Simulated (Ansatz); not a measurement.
Consider the formal exchange of groups at a B–C bond: `B/C=C/C` + `CBCC` → `BB(C)CC` + `C=CC`.

Calculated with Ansatz (gas phase, PBE0-D4/def2-TZVP geometries, no zero-point term in ΔE). CCSD(T)/CBS is the MP2 limit (def2-TZVPP, def2-QZVPP) plus CCSD(T) − MP2 in def2-TZVPP, frozen cores. Each species was taken in one conformer, which may not be the lowest.

```tsv
level	ΔE (kcal/mol)
SCS-MP2/def2-QZVPP	12.1
HF/CBS(def2)	12.7
```

Question: What does CCSD(T)/CBS give? (Best estimate.)

Answer: Computed: +10.8 kcal/mol. The listed levels differ from it by 1.3, 1.9 kcal/mol.

Largest T1 diagnostic among the species: 0.011.
